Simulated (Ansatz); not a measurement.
Consider the atomization: `CN(C)[Si]Br` → Br• + 2 C• + 6 H• + N• + Si•.

Program: Ansatz. Geometries: PBE0-D4/def2-TZVP. ΔE: electronic, gas phase. CBS: MP2 limit from def2 TZ/QZ plus the TZ coupled-cluster correction, frozen cores. This one scheme is used for every species, atoms too. For atomizations the MP2-based limit and the directly extrapolated one differ by several kJ/mol either way, and by 10 to 25 for some Ge, Se and Sn compounds, so smaller differences from it don't rank the levels. Functionals use def2-TZVPP. Open shells (•) are unrestricted, without spin–orbit coupling. Spin–orbit coupling would lower the free atoms: a little for C, Si; clearly for Br. Bonds to Br are less sure, by a few kJ/mol each and by 10 to 20 or more in all where they break to atoms, as the def2 sets lack core-valence functions. Scalar relativity is left out up to krypton. One conformer a species, not always the lowest.

`CN(C)[Si]Br`:

```xyz
11

C    -0.356    0.479   -0.997
N     0.135   -0.307    0.112
C     0.085    0.419    1.370
Si    0.750   -1.899    0.213
Br    0.628   -2.603   -1.959
H    -0.304   -0.091   -1.922
H    -1.396    0.777   -0.823
H     0.239    1.392   -1.111
H    -0.942    0.712    1.611
H     0.464   -0.206    2.184
H     0.697    1.327    1.321
```

CCSD(T)/CBS gives +957.9 kcal/mol.

Task: Another level gave +948.3 kcal/mol. Which?
A. LC-ωPBE/def2-TZVPP
B. SCS-MP2/def2-TZVPP
C. r2SCANh/def2-TZVPP
D. r2SCAN0-D4/def2-TZVPP

Result: A. LC-ωPBE 948.3, r2SCANh 949.6, r2SCAN0-D4 943.4, SCS-MP2/def2-TZVPP 940.7 kcal/mol.

Largest T1 diagnostic among the species: 0.012.

From PBE to PBE0 (25 % exact exchange), in def2-TZVPP and without D4, ΔE moves by −16.7 kcal/mol: exact exchange takes away binding that semilocal exchange gives to molecules. The D4 term adds +10.9 kcal/mol with B3LYP and +5.7 kcal/mol with PBE0; it sums over pairs of atoms, weighted by their polarisabilities, and B3LYP, whose exchange is more repulsive, gets the larger term.

B3LYP here is the variant with VWN-RPA as its local correlation; programs differ in this.
